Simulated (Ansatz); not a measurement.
`BOB[SiH3]` + CH₃SH → `CSB[SiH3]` + `BO` at 400 K and 1 bar (ligand exchange at a B–O bond).

Calculated with Ansatz (gas phase, PBE0-D4/def2-TZVP geometries, no zero-point term in ΔE). CCSD(T)/CBS is the MP2 limit (def2-TZVPP, def2-QZVPP) plus CCSD(T) − MP2 in def2-TZVPP, frozen cores. This one scheme is used for every species. Each species was taken in one conformer, which may not be the lowest.

```
    species  CCSD(T)/CBS energy (Eh)  H − E (kJ/mol)  S (J/(mol·K))
`BOB[SiH3]`               -417.48760           196.2          370.6
      CH₃SH               -438.22835           138.7          269.4
`CSB[SiH3]`               -753.91766           233.5          385.8
       `BO`               -101.80414           108.2          244.0
```

H − E and S are ideal-gas, rigid-rotor, harmonic terms from PBE0-D4/def2-TZVP, for one conformer and one mirror image of each species. 1 Eh = 2625.50 kJ/mol, R = 8.31446 J/(mol·K).

**Question.** By hand: ΔE, ΔH, ΔS and ΔG.

**Answer.** ΔE = (-753.91766) + (-101.80414) − (-417.48760) − (-438.22835) = -0.00585 Eh = -15.4 kJ/mol. Δ(H − E) = 233.5 + 108.2 − 196.2 − 138.7 = 6.8, so ΔH = -8.6 kJ/mol. ΔS = 385.8 + 244.0 − 370.6 − 269.4 = -10.2 J/(mol·K). ΔG = -8.6 − 400 × (-10.2)/1000 = -4.5 kJ/mol.

**Question.** By hand: the equilibrium constant, and the temperature at which ΔG would vanish if ΔH and ΔS stayed fixed.

**Answer.** log₁₀ K = −ΔG/(RT ln 10) = 0.6. ΔG = 0 at ΔH/ΔS = 843 K, though so small a ΔH makes that figure unsure.

TΔS isn't small against ΔH here. The sign of ΔG lies within the doubt. A doubt of 5 kJ/mol in ΔE shifts log₁₀ K by 0.7 here. Other conformers and mirror images would add mixing entropy, several J/(mol·K) or more a flexible species. Modes under 60 cm⁻¹, often nearly free rotors, make the harmonic entropy too high. These are equilibria of isolated gas molecules and say nothing of rates. Largest T1 diagnostic: 0.015 (customary marks: 0.02 for closed shells, 0.045 for open ones).
